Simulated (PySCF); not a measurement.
SeClBr, SMILES Cl[Se]Br.

Geometry: B3LYP-D3(BJ)/def2-TZVP.

Level of theory: HF/def2-TZVPD run with PySCF.

Symmetry labels are those of the subgroup Cs that the program uses (full group Cs).

Problem. List the valence orbital energies around the gap with their symmetry. (Estimate from the structure and the level; the computed values follow.)

Solution. 
```tsv
orbital	symmetry	energy (eV)
HOMO−7	A'	-23.55
HOMO−6	A'	-15.26
HOMO−5	A'	-14.49
HOMO−4	A"	-14.29
HOMO−3	A"	-12.61
HOMO−2	A'	-12.44
HOMO−1	A'	-11.97
HOMO	A"	-9.82
LUMO	A'	0.18
LUMO+1	A'	0.73
LUMO+2	A'	1.70
LUMO+3	A'	1.75
```
